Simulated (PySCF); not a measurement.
Below is a simulated gas-phase Cl 2p photoelectron spectrum of `[Cl][GeH3]`.

Every computed line was given a Gaussian of 1.0 eV full width at half maximum and an area set by the number of equivalent atoms (split 2:1 within a doublet); the highest printed point is 100. Computed with delta-SCF UKS SCAN, pcX-2 on the ionised atom, pcseg-1 elsewhere, spin-free X2C in PySCF.

binding energy (eV), intensity and a bar:
```
    204.3          0 
    204.4          1 
    204.5          1 
    204.6          3 #
    204.7          5 #
    204.8          9 ###
    204.9         14 ####
    205.0         22 #######
    205.1         32 ##########
    205.2         45 #############
    205.3         59 ##################
    205.4         73 ######################
    205.5         86 ##########################
    205.6         95 #############################
    205.7        100 ##############################
    205.8         99 ##############################
    205.9         93 ############################
    206.0         83 #########################
    206.1         70 #####################
    206.2         56 #################
    206.3         44 #############
    206.4         33 ##########
    206.5         26 ########
    206.6         22 ######
    206.7         21 ######
    206.8         23 #######
    206.9         28 ########
    207.0         34 ##########
    207.1         40 ############
    207.2         46 ##############
    207.3         49 ###############
    207.4         50 ###############
    207.5         49 ###############
    207.6         45 #############
    207.7         39 ############
    207.8         32 #########
    207.9         25 #######
    208.0         18 #####
    208.1         13 ####
    208.2          8 ##
    208.3          5 #
    208.4          3 #
    208.5          2 
    208.6          1 
    208.7          0 
    208.8          0
```

Q: How many maxima does the curve show, and how many computed lines lie under it?

A: The curve has 2 maxima (at 205.7 and 207.4 eV). Under it lie 2 lines from 1 inequivalent chlorine site, drawn as a 2p3/2, 2p1/2 pair.

Q: Decompose the envelope and assign each component. Numbering: `[Cl:1][GeH3:2]`.

A: 
| position (eV) | relative area | line | atoms | environment |
| --- | --- | --- | --- | --- |
| 205.74 | 0.67 | Cl 2p3/2 | Cl1 | chlorine bonded to Ge |
| 207.39 | 0.33 | Cl 2p1/2 | Cl1 | chlorine bonded to Ge |

No satellites, vibrations or lifetime broadening are included. For 2p shells one spin-free hole was relaxed; a mean-field spin–orbit operator and the ground-state splitting of the three 2p orbitals were then diagonalised within the shell. The shell's mean is (2 × 2p3/2 + 2p1/2)/3, and the degeneracies 2j + 1 give areas of 2:1. 2p1/2 minus 2p3/2 (ligand field included): Cl 1.65 eV. Isolated species at its PBE0-D3(BJ)/def2-SVP geometry, gas phase.

Time: 1.8 s of wall time; peak memory 0.36 GiB. Hardware: AMD EPYC 9R45, one thread, no GPU (shared host).
